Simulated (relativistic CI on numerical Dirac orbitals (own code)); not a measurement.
## Slater and spin-orbit integrals, Au LXXVIII

Calculated at this level of theory: Dirac-Coulomb-Breit CI, KLI orbitals optimised for each configuration, model QED (radiative potential, 1s self-energy scaled to tabulated hydrogen-like ionisation energies), unscaled Slater integrals (own radial code, finite nucleus).

Slater integrals F^k, G^k are unscaled and averaged over j, outside the closed core (none); ζ comes from projecting the Hamiltonian with its Breit term on Σ l·s of the shell.

- 1s 2s: G^0(1s,2s) = 542430 cm⁻¹; <r>(1s) = 0.0167, <r^2>(1s) = 0.0003851, <r>(2s) = 0.06671, <r^2>(2s) = 0.005306 (bohr units).
- 1s 2p: G^1(1s,2p) = 828130, ζ(2p) = 1.1453e+07 cm⁻¹; <r>(1s) = 0.0167, <r^2>(1s) = 0.0003851, <r>(2p) = 0.05927, <r^2>(2p) = 0.004292 (bohr units).
- 1s 3s: G^0(1s,3s) = 140000 cm⁻¹; <r>(1s) = 0.01669, <r^2>(1s) = 0.0003845, <r>(3s) = 0.1556, <r^2>(3s) = 0.02777 (bohr units).

Averages of the first 10 configurations, taken without configuration mixing, which lowers the lowest level and can move excited configurations by several eV; other configurations of the list can lie among them:

| Configuration | Parity | States | Average energy above the lowest level (eV) |
| --- | --- | --- | --- |
| 1s2 | even | 1 | 0.7 |
| 1s 2s | even | 4 | 68136.9 |
| 1s 2p | odd | 12 | 69653.1 |
| 1s 3s | even | 4 | 81388.0 |
| 1s 3p | odd | 12 | 81836.8 |
| 1s 3d | even | 20 | 82159.6 |
| 1s 4s | even | 4 | 85922.7 |
| 1s 4p | odd | 12 | 86110.0 |
| 1s 4d | even | 20 | 86245.8 |
| 1s 4f | odd | 28 | 86296.2 |
